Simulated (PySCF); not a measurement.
How methods differ on the excitation energy of Ag²⁺

Ag²⁺ [Kr] 4d9 (2D) → Ag²⁺ [Kr] 4d8 5s1 (4F), as a difference of total energies. All numbers are calculated (PySCF 2.14, scalar relativity through the core potential, in def2-QZVPPD with the def2 core potential (28 electrons)). Correlated levels: valence: 4s2 4p6 frozen; valence and next inner shell: nothing frozen outside the core potential. The calculations carry no spin-orbit coupling.

```
                                method  excitation energy (cm⁻¹)
                                   UHF                     58890
                                   LDA                     60390
                                   PBE                     59718
                                  PBE0                     61293
                                r2SCAN                     58461
                             BHandHLYP                     61429
                               wB97X-V                     64453
                                 TPSSh                     59815
                                  PW91                     59673
                         MP2 (valence)                     66089
                     SCS-MP2 (valence)                     67262
    MP2 (valence and next inner shell)                     63734
SCS-MP2 (valence and next inner shell)                     64259
```
